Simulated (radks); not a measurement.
Task: Successive ionisation energies (eV) of one element, from differences of total energies of ions in their ground configurations, starting at charge 22: 774.00, 816.05, 858.61, 901.64, 945.09, 999.82, 1045.2, 1091.1, 1137.4, 1184.1, 1389.9, 1436.9, 1483.5, 1542.4, 1590.7, 1638.7, 1813.5, 1867.2, 3174.4, 3286.9, 3400.5, 3515.1. All-electron calculation, scalar-relativistic Kohn-Sham, LDA (Slater exchange, VWN5 correlation), spin-polarised, spherical densities, finite nucleus; open shells are filled with parallel spins first (spin-orbit coupling, left out, can overturn this in heavy ions); Fermi nuclear charge, rms radius 5.2516 fm. Program: a radial shooting solver on a logarithmic mesh with Libxc functionals. Which element is it?

Result: Erbium (Z = 68). The first species listed is Er22+ in [Kr] 4d10, the last Er43+ in [Ar] 3d7.
